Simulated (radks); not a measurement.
The numbers below are computed, except where a source is named.
Spin polarisation of the 3d3 shell in Cr3+. Start: [Ar] 3d(up 1.5, down 1.5); electrons of 3d are moved from spin down to spin up, other shells keep equal spins. Code: a radial shooting solver on a logarithmic mesh with Libxc functionals. Model: non-relativistic Kohn-Sham, PBEsol, spin-polarised, spherical densities, point nucleus.

moment (Bohr magnetons)  E - E(0) (eV)  e(3d up) (eV)  e(3d down) (eV)  3p down minus up (eV)  3s down minus up (eV)
0                                0.000        -39.299          -39.299                  0.000                  0.000
0.75                            -0.153        -39.686          -38.871                  0.849                  0.860
1.5                             -0.612        -40.033          -38.400                  1.700                  1.723
2.25                            -1.378        -40.340          -37.883                  2.556                  2.590
3                               -2.456        -40.609          -37.315                  3.421                  3.465

At moment 3 the spin-polarisation energy is -2.456 eV and the 3d exchange splitting 3.294 eV, that is 1.098 eV per Bohr magneton; E = -I m^2/4 would give I = 1.092 eV.
